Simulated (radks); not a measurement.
Problem. Coherent X-ray form factor from a spherical all-electron density. All-electron calculation, Dirac Kohn-Sham, PBE, spin-unpolarised, spherical densities, finite nucleus; Fermi nuclear charge, rms radius of each element as measured or else 0.836 A^(1/3) + 0.57 fm. Program: a radial shooting solver on a logarithmic mesh with Libxc functionals.

sin(theta)/lambda (1/angstrom)  f0 (electrons)
0.05                                    75.848
0.1                                     72.891
0.15                                    69.091
0.2                                     65.133
0.25                                    61.315
0.3                                     57.723
0.4                                     51.257
0.5                                     45.707
0.6                                     40.960
0.8                                     33.269
1                                       27.323
1.25                                    21.899
1.5                                     18.345
2                                       14.419

The species is in the configuration that NIST lists as its ground one. Which atom or ion scatters so?

Solution. Neutral iridium, [Xe] 4f14 5d7 6s2. Extrapolating in s^2 from the first two rows gives f0(0) = 76.8, near the electron count 77; among species with that count, the fall with angle is slower the higher Z, and the table is that of Z = 77; from so few rows the species is fixed only to a neighbour or two.
